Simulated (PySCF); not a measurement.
```xyz
4
charge 0 multiplicity 2, angstrom
Tc    0.0000    0.0000    0.0891
O     0.0000    0.0000    1.7017
F    -1.5142    0.0000   -0.9474
F     1.5142    0.0000   -0.9474
```

Computed with PySCF, UPBE0, basis Tc def2-SVP with ECP28, O def2-SVP, F def2-SVP (scalar-relativistic core potentials, no spin–orbit coupling, density fitting).

This geometry of TcOF₂ is a stationary point at this level.

(1) What is the point group?

(2) Is it a minimum?

(3) Give the atomic charges and bond orders.

(4) Give the ideal-gas entropy at 298.15 K and 1 bar by parts.

Results:

(1) C2v.

(2) Yes: all harmonic wavenumbers are real.

(3) 
```csv
atom,Mulliken,Löwdin,polar tensor,spin (Mulliken),Mayer order to Tc1
Tc1,1.04,0.31,1.86,1.01,–
O2,-0.31,-0.01,-0.66,-0.11,2.25
"F3,4",-0.37,-0.15,-0.60,0.05,1.00
```

(4) translation 171.6, rotation 100.9, vibration 32.3, spin 5.8; total 310.5 J/(mol K).

This need not be the most stable arrangement of these atoms. Open d and f shells are described by one determinant, and the ground state may have another occupation or spin. At this level a quartet minimum of C2v symmetry lies 7 kJ/mol below this structure.
